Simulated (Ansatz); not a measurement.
Input for Ansatz (development build ahead of 0.2.0):

```yaml
crystal:
  periodic: [false, false, false]
  atoms:
    - { symbol: H, position_ang: [-1.15598, -1.1576, -0.77465] }
    - { symbol: H, position_ang: [-1.15651, -1.14964, -1.52216] }
    - { symbol: H, position_ang: [-1.15995, -1.14867, 1.51794] }
    - { symbol: H, position_ang: [-1.1589, -1.1571, 0.77871] }
    - { symbol: H, position_ang: [-1.15838, 1.14587, -0.78215] }
    - { symbol: H, position_ang: [-1.15545, 1.14796, -1.51362] }
    - { symbol: H, position_ang: [-1.15149, 1.14073, 1.52424] }
    - { symbol: H, position_ang: [-1.15338, 1.15026, 0.78201] }
    - { symbol: H, position_ang: [1.14777, -1.1514, -0.78194] }
    - { symbol: H, position_ang: [1.15441, -1.15592, -1.51522] }
    - { symbol: H, position_ang: [1.14537, -1.15352, 1.51651] }
    - { symbol: H, position_ang: [1.15836, -1.15351, 0.77262] }
    - { symbol: H, position_ang: [1.15837, 1.15921, -0.78298] }
    - { symbol: H, position_ang: [1.14136, 1.14828, -1.51284] }
    - { symbol: H, position_ang: [1.14546, 1.15523, 1.52837] }
    - { symbol: H, position_ang: [1.15563, 1.15381, 0.77567] }
basis:
  gaussian: { orbitals: "6-31G" }
hamiltonian:
  xc: hf
```

The input is written out in the form of the current development build from the run's settings.

The run gave:

```yaml
Converged: yes
Total_energy: -8.94874 hartree
Spin_squared_of_the_determinant: 0.000
```

Caution: no unrestricted run beside it, a lower state can exist.
